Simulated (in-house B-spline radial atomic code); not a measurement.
Removing one electron from the europium ion Eu⁵³⁺

Closed shell [He] 2s2 2p6. Computed with an all-electron radial atomic-structure program (B-spline basis): Koopmans values of Dirac-Hartree-Fock plus a diagonal self-energy, in second order or with its direct term screened (direct RPA, with the hole-particle interaction, or full time-dependent Hartree-Fock), linearised in energy; no-pair Dirac-Coulomb Hamiltonian, finite nucleus. Shifts add to the Koopmans value (the ΔSCF shift is orbital relaxation alone); the final value takes TDHF screening with Breit and QED.

Command:
```bash
python run_mb.py task.json out
```
Settings (nuclear radius in fm, box in bohr, cutoff in hartree):
```
basis_form          2
Z                   63
core_configuration  [He] 2s2 2p6
rms_radius          5.1115
mass_number         153
speed_of_light      137.036
box_radius          2.435
lmax                7
intervals           56
virtual_cutoff      15876.0
```

Cost of the run: 4.5 s on 1 thread of Arm Neoverse N1, with other jobs on the host.

Energies in eV:

```tsv
subshell	Koopmans	ΔSCF shift	second order	direct RPA	hole-particle	TDHF	Breit + QED	final
2p3/2	10897.66	-3.082	?	?	?	?	?	?
2p1/2	11573.83	-3.873	-2.192	-1.889	-2.059	-2.086	-23.109	11548.64
2s1/2	11951.85	-2.428	-3.162	-2.825	-3.022	-3.050	-23.905	11924.89
```

What does the self-energy do to 2p3/2?

It shifts the removal energy by -1.509 eV in second order, -1.283 with direct RPA, -1.413 with the hole-particle term and -1.433 with TDHF screening (quasi-particle weight 0.999); Breit and QED add -15.286 eV. The final value is 10880.94 eV, against 10880 ± 5 eV (NIST, tabulated theory).
